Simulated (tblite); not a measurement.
Species: C₆H₆N₂.
Atom-mapped SMILES: `[CH:1]#[C:2][C@:3]([CH3:4])([C:5]#[N:6])[N:7]=[CH2:8]` (hydrogens: H9 on C1; H10, H11, H12 on C4; H13, H14 on C8)

Structure used (GFN2-xTB), in Å, numbered top down from 1:
```
atom  x, y, z in Å
C1    -0.497   -0.677    2.419
C2    -0.283   -0.239    1.327
C3    -0.032    0.249   -0.028
C4     0.591    1.654    0.012
C5    -1.321    0.305   -0.710
N6    -2.310    0.333   -1.280
N7     0.920   -0.647   -0.673
C8     0.548   -1.655   -1.313
H9    -0.681   -1.036    3.387
H10    0.735    2.020   -1.002
H11    1.556    1.592    0.508
H12   -0.056    2.341    0.553
H13   -0.489   -1.962   -1.476
H14    1.317   -2.279   -1.746
```

Level: GFN2-xTB in tblite, geometry and Hessian alike; calculated harmonic values, unscaled, isolated species. Errors from tens to a few hundred cm⁻¹ against measured bands are possible. One conformer, not necessarily the lowest.

Harmonic wavenumbers (cm⁻¹): 34.3, 104.8, 139.8, 150.9, 172.4, 212.7, 280.1, 371.5, 410.2, 433.4, 527.8, 592.8, 654.3, 661.3, 695.9, 711.9, 921.0, 949.4, 992.6, 1100.7, 1116.6, 1171.7, 1191.9, 1388.9, 1420.2, 1468.0, 1476.7, 1750.7, 2281.5, 2396.6, 2904.7, 3042.4, 3043.7, 3055.9, 3068.4, 3397.1.

A = 2325, B = 1965, C = 1710 MHz; mass 106.053 u (most abundant isotopes); point group C1, symmetry number 1.

Zero-point energy?

Half the sum of the wavenumbers: 22146 cm⁻¹ = 264.93 kJ/mol.

Give the ideal-gas entropy at 400 K and 1 bar in the rigid-rotor, harmonic-oscillator model (classical rotation).

Translation 173.13, rotation 121.28, vibration 145.41: S = 439.8 J/(mol K).

And Cp and H(400 K) − H(0)?

Cp = 168.96 J/(mol K), of which vibrations give 135.70 (their classical limit is 36 R = 299.3); H(400 K) − H(0) = 42.85 kJ/mol without the zero-point energy, 29.55 from vibrations.

What must be added to the electronic energy to get the Gibbs energy at 400 K and 1 bar?

ZPE + [H(400 K) − H(0)] − T·S = 264.93 + 42.85 − 175.93 = 131.85 kJ/mol.

How do the functions run with temperature in this model?

```json
{"T (K)": "50", "S (J/(mol K))": "237.6", "Cp (J/(mol K))": "52.0", "H − H(0) (kJ/mol)": "2.05", "G − H(0) (kJ/mol)": "-9.83", "ln q(vib)": "0.56"}
{"T (K)": "100", "S (J/(mol K))": "280.9", "Cp (J/(mol K))": "74.7", "H − H(0) (kJ/mol)": "5.24", "G − H(0) (kJ/mol)": "-22.85", "ln q(vib)": "1.62"}
{"T (K)": "298.15", "S (J/(mol K))": "394.3", "Cp (J/(mol K))": "141.7", "H − H(0) (kJ/mol)": "26.99", "G − H(0) (kJ/mol)": "-90.56", "ln q(vib)": "6.30"}
{"T (K)": "373.15", "S (J/(mol K))": "428.3", "Cp (J/(mol K))": "162.3", "H − H(0) (kJ/mol)": "38.40", "G − H(0) (kJ/mol)": "-121.43", "ln q(vib)": "8.01"}
{"T (K)": "500", "S (J/(mol K))": "480.0", "Cp (J/(mol K))": "190.9", "H − H(0) (kJ/mol)": "60.88", "G − H(0) (kJ/mol)": "-179.10", "ln q(vib)": "10.78"}
{"T (K)": "750", "S (J/(mol K))": "565.5", "Cp (J/(mol K))": "230.7", "H − H(0) (kJ/mol)": "113.94", "G − H(0) (kJ/mol)": "-310.17", "ln q(vib)": "15.82"}
{"T (K)": "1000", "S (J/(mol K))": "635.7", "Cp (J/(mol K))": "257.4", "H − H(0) (kJ/mol)": "175.16", "G − H(0) (kJ/mol)": "-460.58", "ln q(vib)": "20.32"}
```

q(vib) and H(0) count from the zero-point level.

Blend soft modes into free rotors: weight 1/[1 + (100 cm⁻¹/ν̃)⁴] for the oscillator and the rest for a rotor with moment μB/(μ + B), μ = h/(8π²ν), B = 10⁻⁴⁴ kg m². What vibrational entropy results?

134.86 J/(mol K) in place of 145.41, which changes −T·S at 400 K by +4.22 kJ/mol.

Hindered rotation and anharmonicity are outside this model. Other conformers, if any are populated, would add a mixing term that is left out. The structure is chiral; the term R ln 2 for an equal mix with its mirror image is left out.
